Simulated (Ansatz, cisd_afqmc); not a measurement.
Species: H$_{5}$BSiO, charge 0, singlet. H5BSiO (SMILES BO[SiH3]).
B3LYP-D3(BJ)/def2-TZVP minimum from Ansatz (a program for electronic structure):
```xyz
8

B     -0.3286     0.2983     1.7339
H     -1.0550     0.9419     2.4298
H      0.5040    -0.4329     2.1931
O     -0.4639     0.4108     0.3968
Si     0.3099    -0.2776    -0.9020
H      0.9014     0.8105    -1.7066
H     -0.6992    -1.0059    -1.6974
H      1.3652    -1.2052    -0.4355
```

Total energies in cc-pV(D+d)Z, 18 correlated electrons, 7 frozen orbitals. UHF or UKS for unpaired electrons; spin-orbit terms are left out. Cores are frozen in correlated methods. No relativity. The Monte Carlo rows (phaseless AFQMC, CISD trial, step 0.005/hartree) carry one-sigma bars that omit the constraint's bias. Outlying blocks are dropped, and bars are widened where a walk drifts. Over all cases where full CI ran beside it in this data, AFQMC minus full CI had a median of +0.1 mEh and passed +0.4 mEh in a tenth of the cases.

| method | program | energy (Eh) | minus CCSDT(Q) (mEh) |
|---|---|---|---|
| HF | Ansatz | -391.46645 | 423.33 |
| MP2 | Ansatz | -391.83827 | 51.51 |
| CCSD | Ansatz | -391.87880 | 10.98 |
| CCSD(T) | Ansatz | -391.88817 | 1.61 |
| CCSDT(Q) | Ansatz | -391.88978 | 0.00 |
| AFQMC/CISD | cisd_afqmc | -391.8898 ± 0.0004 | 0.0 ± 0.4 |

Rough core times of Ansatz's runs on a shared machine: CCSD(T) under 20 s, CCSDT(Q) 4 min.
